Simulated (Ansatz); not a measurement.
CuCl2. Total charge 0; doublet. Geometry PBE0-D4/def2-TZVP.

```xyz
3

Cu    0.000    0.000    0.000
Cl    0.611    1.964    0.093
Cl   -0.612   -1.964   -0.093
```

At PBE-D4/def2-SVP, PBE-D4/def2-TZVPD the gap within one spin of the charge 0 doublet nearly closes, so an electron or hole may be smeared out by delocalisation error. The structure comes from a short search, and lower isomers may exist.

(1) Estimate the α-spin orbital energies around the gap (eV) in Ansatz with PBE-D4/def2-SVP, PBE-D4/def2-TZVPD, r2SCAN-D4/def2-TZVP, r2SCAN-D4/def2-TZVPD, PBE0-D4/def2-SVP.

Results:

(1) 
```json
{"orbital": "HOMO−9", "PBE-D4/def2-SVP": "-10.00", "PBE-D4/def2-TZVPD": "-10.40", "r2SCAN-D4/def2-TZVP": "-11.04", "r2SCAN-D4/def2-TZVPD": "-11.09", "PBE0-D4/def2-SVP": "-13.19"}
{"orbital": "HOMO−8", "PBE-D4/def2-SVP": "-9.28", "PBE-D4/def2-TZVPD": "-9.69", "r2SCAN-D4/def2-TZVP": "-10.17", "r2SCAN-D4/def2-TZVPD": "-10.22", "PBE0-D4/def2-SVP": "-12.25"}
{"orbital": "HOMO−7", "PBE-D4/def2-SVP": "-8.85", "PBE-D4/def2-TZVPD": "-9.26", "r2SCAN-D4/def2-TZVP": "-9.54", "r2SCAN-D4/def2-TZVPD": "-9.60", "PBE0-D4/def2-SVP": "-11.65"}
{"orbital": "HOMO−6", "PBE-D4/def2-SVP": "-8.49", "PBE-D4/def2-TZVPD": "-8.90", "r2SCAN-D4/def2-TZVP": "-9.29", "r2SCAN-D4/def2-TZVPD": "-9.33", "PBE0-D4/def2-SVP": "-11.63"}
{"orbital": "HOMO−5", "PBE-D4/def2-SVP": "-8.25", "PBE-D4/def2-TZVPD": "-8.71", "r2SCAN-D4/def2-TZVP": "-9.27", "r2SCAN-D4/def2-TZVPD": "-9.31", "PBE0-D4/def2-SVP": "-10.26"}
{"orbital": "HOMO−4", "PBE-D4/def2-SVP": "-8.22", "PBE-D4/def2-TZVPD": "-8.69", "r2SCAN-D4/def2-TZVP": "-9.19", "r2SCAN-D4/def2-TZVPD": "-9.24", "PBE0-D4/def2-SVP": "-9.94"}
{"orbital": "HOMO−3", "PBE-D4/def2-SVP": "-8.02", "PBE-D4/def2-TZVPD": "-8.45", "r2SCAN-D4/def2-TZVP": "-8.73", "r2SCAN-D4/def2-TZVPD": "-8.78", "PBE0-D4/def2-SVP": "-9.80"}
{"orbital": "HOMO−2", "PBE-D4/def2-SVP": "-7.61", "PBE-D4/def2-TZVPD": "-8.00", "r2SCAN-D4/def2-TZVP": "-8.38", "r2SCAN-D4/def2-TZVPD": "-8.43", "PBE0-D4/def2-SVP": "-9.50"}
{"orbital": "HOMO−1", "PBE-D4/def2-SVP": "-7.58", "PBE-D4/def2-TZVPD": "-7.96", "r2SCAN-D4/def2-TZVP": "-8.32", "r2SCAN-D4/def2-TZVPD": "-8.36", "PBE0-D4/def2-SVP": "-9.34"}
{"orbital": "HOMO", "PBE-D4/def2-SVP": "-6.93", "PBE-D4/def2-TZVPD": "-7.36", "r2SCAN-D4/def2-TZVP": "-7.69", "r2SCAN-D4/def2-TZVPD": "-7.74", "PBE0-D4/def2-SVP": "-8.77"}
{"orbital": "LUMO", "PBE-D4/def2-SVP": "-1.25", "PBE-D4/def2-TZVPD": "-1.69", "r2SCAN-D4/def2-TZVP": "-1.23", "r2SCAN-D4/def2-TZVPD": "-1.35", "PBE0-D4/def2-SVP": "-0.59"}
{"orbital": "LUMO+1", "PBE-D4/def2-SVP": "0.98", "PBE-D4/def2-TZVPD": "-0.65", "r2SCAN-D4/def2-TZVP": "0.87", "r2SCAN-D4/def2-TZVPD": "-0.31", "PBE0-D4/def2-SVP": "1.78"}
{"orbital": "LUMO+2", "PBE-D4/def2-SVP": "1.22", "PBE-D4/def2-TZVPD": "-0.49", "r2SCAN-D4/def2-TZVP": "1.11", "r2SCAN-D4/def2-TZVPD": "-0.14", "PBE0-D4/def2-SVP": "2.02"}
{"orbital": "LUMO+3", "PBE-D4/def2-SVP": "1.75", "PBE-D4/def2-TZVPD": "0.29", "r2SCAN-D4/def2-TZVP": "2.20", "r2SCAN-D4/def2-TZVPD": "1.00", "PBE0-D4/def2-SVP": "2.46"}
{"orbital": "LUMO+4", "PBE-D4/def2-SVP": "7.51", "PBE-D4/def2-TZVPD": "0.89", "r2SCAN-D4/def2-TZVP": "3.98", "r2SCAN-D4/def2-TZVPD": "1.40", "PBE0-D4/def2-SVP": "8.74"}
{"orbital": "LUMO+5", "PBE-D4/def2-SVP": "12.83", "PBE-D4/def2-TZVPD": "1.40", "r2SCAN-D4/def2-TZVP": "3.98", "r2SCAN-D4/def2-TZVPD": "2.08", "PBE0-D4/def2-SVP": "14.34"}
{"orbital": "β HOMO", "PBE-D4/def2-SVP": "-6.73", "PBE-D4/def2-TZVPD": "-7.16", "r2SCAN-D4/def2-TZVP": "-7.44", "r2SCAN-D4/def2-TZVPD": "-7.49", "PBE0-D4/def2-SVP": "-8.58"}
{"orbital": "β LUMO", "PBE-D4/def2-SVP": "-6.76", "PBE-D4/def2-TZVPD": "-7.15", "r2SCAN-D4/def2-TZVP": "-7.10", "r2SCAN-D4/def2-TZVPD": "-7.15", "PBE0-D4/def2-SVP": "-6.05"}
```
